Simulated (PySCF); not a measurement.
A geometry optimisation on `CC(C)O[SiH3]`.

Method: PBE0-D3(BJ)/def2-SVP geometry optimisation, gas phase (PySCF 2.14.0). Start geometry: GFN2-xTB. The input is one job of a driver script: a line of settings, then coordinates in Å.

Command:
```bash
OMP_NUM_THREADS=1 python probes_run.py task.json out
```

Input:
```
{"job": {"xc": "PBE0", "basis": "def2-SVP", "d3": "d3bj", "grid": 1, "shake": 0.01, "kind": "geom"}, "charge": 0, "multiplicity": 1}
C     -0.707350     1.244000     0.450270
C     -0.330080    -0.200280     0.575550
C     -1.551310    -1.120150     0.414680
O      0.648150    -0.547600    -0.404850
Si     2.125930    -0.066100    -0.678690
H     -1.483160     1.525440     1.187370
H     -1.123070     1.447100    -0.546740
H      0.154930     1.914510     0.584320
H      0.126490    -0.346910     1.588360
H     -1.223600    -2.157440     0.529190
H     -2.282900    -0.899940     1.193670
H     -1.967220    -0.978920    -0.553770
H      2.936610    -0.221200     0.516040
H      2.462560    -0.953400    -1.749800
H      2.198680     1.343540    -1.055290
```

Q: Estimate the output.

A: 
```
step   0  E = -484.48761477  max force = 0.073247
step   1  E = -484.49907388  max force = 0.012147
step   2  E = -484.49947359  max force = 0.003855
step   3  E = -484.49955780  max force = 0.001264
step   4  E = -484.49958991  max force = 0.001305
step   5  E = -484.49962251  max force = 0.001912
step   6  E = -484.49964659  max force = 0.001670
step   7  E = -484.49966373  max force = 0.000769
step   8  E = -484.49967296  max force = 0.000285
optimisation converged
```

Energies in Eh; «max force» is the largest Cartesian gradient component in Eh/bohr.

Q: Give the first gradient maximum in eV/Å.

A: With 1 Eh/bohr = 51.422 eV/Å, 3.767 eV/Å.

Main results: final energy -484.49967 Eh after 8 steps; dipole 1.14 D.

Q: Estimate the wall time. Hardware: an Arm Neoverse N1 with one thread (shared host). And the peak memory of the process?

A: About 85 s, with 0.54 GiB resident at the peak, the Python interpreter and its libraries included.
Labels such as C1 count atoms from 1, the log's own numbers from 0.
